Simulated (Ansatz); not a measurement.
Start from `[SH][In]([SH])[Br]` and change one atom or group to get `[F][In]([SH])[Br]`.

Ansatz, PBE0-D4/def2-TZVP geometries, multiplicity 1. Each molecule was computed in one conformer, which needn't be the lowest.

Elements past krypton have def2 core potentials. Scalar relativity is left out up to krypton.

| property | `[SH][In]([SH])[Br]` |
| --- | --- |
| LUMO energy (PBE0/def2-TZVPP) / eV | -2.14 |
| HOMO–LUMO gap (PBE0/def2-TZVPP) / eV | 5.70 |
| HOMO–LUMO gap (PBE/def2-TZVPP) / eV | 3.65 |
| LUMO energy (ωB97M-V/def2-TZVPP) / eV | -0.26 |
| HOMO–LUMO gap (ωB97M-V/def2-TZVPP) / eV | 9.75 |
| LUMO energy (PBE/def2-TZVPP) / eV | -2.96 |

Give the same properties after the change, and the shifts. (An estimate is asked.)

Computed: 
| property | `[F][In]([SH])[Br]` | shift |
| --- | --- | --- |
| LUMO energy (PBE0/def2-TZVPP) / eV | -2.59 | -0.45 |
| HOMO–LUMO gap (PBE0/def2-TZVPP) / eV | 5.75 | 0.05 |
| HOMO–LUMO gap (PBE/def2-TZVPP) / eV | 3.66 | 0.01 |
| LUMO energy (ωB97M-V/def2-TZVPP) / eV | -0.67 | -0.41 |
| HOMO–LUMO gap (ωB97M-V/def2-TZVPP) / eV | 9.86 | 0.11 |
| LUMO energy (PBE/def2-TZVPP) / eV | -3.43 | -0.47 |

With PBE0 the HOMO falls by 0.50 eV and the LUMO falls by 0.45 eV, so the gap widens by about 0.05 eV. PBE moves the HOMO by -0.47 eV and ωB97M-V by -0.52 eV. The zero-point energy changes by -19.6 kJ/mol with -3 modes.

Spin–orbit coupling is left out; it splits and shifts lone-pair levels of the heavy atoms by tenths of an eV.
